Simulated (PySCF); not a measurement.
# Telling isomers of C6H3F3 apart by NMR

PySCF calculation with σ from GIAO-PBE0/pcSseg-1, J: B3LYP/pcJ-1 (spin–dipole term left out of most H,H and C,H couplings) and geometry from PBE0-D3(BJ)/def2-SVP; one conformer, no relativistic terms, rapidly exchanging positions averaged, no solvent.

Chemical shifts δ = σref − σ; TMS for 1H (σref 31.27), 13C (σref 184.41), all at this level. Multiplet labels drop J under 1 Hz and among equivalent protons, and merge close values. Unscaled 3J(H,H) run several per cent high. One-bond C–F couplings are unscaled and too large by tens of Hz. Shifts are as computed. Against solution values, carbons near 30 ppm lie about +2 ppm off and those near 130 ppm about +5 ppm (rms about the fit 1.9 ppm; single classes can miss by 10 ppm). Of 1328 compounds with measured shifts, 309 miss one by over three times the rms of a fit or turn the order of signals round; such compounds aren't used in these exercises. Signals without a measured value on file couldn't be tested in this way; 1H shifts scatter by 0.2 ppm about their fit, and single ones miss by 0.5 ppm.

(1) Tabulate the signals of `C=C=CC#CC(F)(F)F`, `Fc1cccc(F)c1F` and their relative energies.

(2) What is the quickest way to tell C=C=CC#CC(F)(F)F from Fc1cccc(F)c1F?

Results:

(1) 
```tsv
SMILES	carbon types	δC	δH	E rel. (kcal/mol)
C=C=CC#CC(F)(F)F	4×C 1×CH 1×CH2	235.8, 120.0, 87.6, 83.5, 83.2, 78.1	5.61 (tq, 1H), 5.46 (d, 2H)	66.6
Fc1cccc(F)c1F	3×C 3×CH	159.9, 147.9, 127.6, 117.3	7.11 (m, 1H), 7.04 (m, 2H)	0.0
```

Energies are electronic energies at PBE0/pcSseg-1 on these geometries, without zero-point or thermal terms, each for the one conformer computed, which needn't be the lowest.

(2) Count the carbon signals: 6 against 4. The first has a central carbon of an allene (C) at 235.8 ppm, the second an aromatic CH at 127.6 ppm. Their most deshielded carbons lie at 235.8 and 159.9 ppm. In the proton spectra the most deshielded non-exchanging signals are 5.61 (tq, J = 9.4, 3.9 Hz, 1H) and 7.11 (m, 1H).
